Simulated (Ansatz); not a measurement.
Geometry optimisation, Ansatz, RHF/def2-SVP.

The input (input.yaml):

```yaml
crystal:
  periodic: [false, false, false]
  atoms:
    - { symbol: B, position_ang: [0.0, 0.0, 0.0] }
    - { symbol: F, position_ang: [0.0, 0.0, 1.67] }
    - { symbol: O, position_ang: [1.2211, 0.0, -0.705] }
    - { symbol: H, position_ang: [1.5209, -0.9519, -0.8599] }
    - { symbol: Cl, position_ang: [-1.6108, 0.0, -0.93] }
    - { symbol: S, position_ang: [-0.2739, 2.0601, 0.6906] }
    - { symbol: H, position_ang: [-1.575, 2.4834, 0.394] }
    - { symbol: H, position_ang: [-0.1407, 1.0582, 1.6601] }
basis:
  gaussian: { orbitals: def2-SVP }
hamiltonian:
  xc: hf
relax:
  f_tol: 0.15
  max_steps: 25
  restrain:
    - { distance: [0, 5], at: 1.89, k: 30.0 }
    - { distance: [7, 1], at: 0.92, k: 30.0 }
    - { distance: [0, 1], at: 2.52, k: 30.0 }
    - { distance: [7, 5], at: 2.6, k: 30.0 }
output:
  orbitals: {}
```

Command:

```bash
$ ansatz run input.yaml --threads 1 --pin off --max-ram 2048MiB --backend cpu --events-out ev --progress --plain --runs-dir out
```

**Question.** Where does it end, and by what steps?

**Answer.** The forces met the threshold. The restraints hold the end off the free minimum. After 13 steps the energy has fallen by 4.026 eV (the restraints' own energy left out); H8 moved furthest, 0.70 Å. Parted: S6–H8 (1.40 → 2.60 Å).

| step | energy less start (eV) | largest force component (eV/Å) | accepted |
| --- | --- | --- | --- |
| 0 | 0.0000 | 6.873 | yes |
| 1 | -1.5784 | 4.344 | yes |
| 2 | -2.6452 | 3.664 | yes |
| 3 | -3.4397 | 1.611 | yes |
| 4 | -3.8054 | 2.831 | yes |
| 5 | -3.9066 | 1.988 | yes |
| 6 | -3.9426 | 1.288 | yes |
| 7 | -4.0141 | 0.589 | yes |
| 8 | -4.0150 | 0.606 | no |
| 9 | -4.0158 | 0.632 | yes |
| 10 | -4.0247 | 0.673 | yes |
| 11 | -3.9867 | 1.926 | no |
| 12 | -4.0242 | 0.703 | yes |
| 13 | -4.0258 | 0.735 | yes |

```xyz
8
Properties=species:S:1:pos:R:3
B -0.048 0.562 -0.391
F -0.085 -0.238 2.010
O 1.175 0.075 -0.573
H 1.221 -0.826 -0.855
Cl -1.502 -0.326 -0.904
S -0.162 2.323 0.224
H -1.491 2.436 0.207
H 0.033 0.645 2.201
```

The run took 31 s on 1 thread of Arm Neoverse V2 (shared host), peak memory 0.18 GiB.
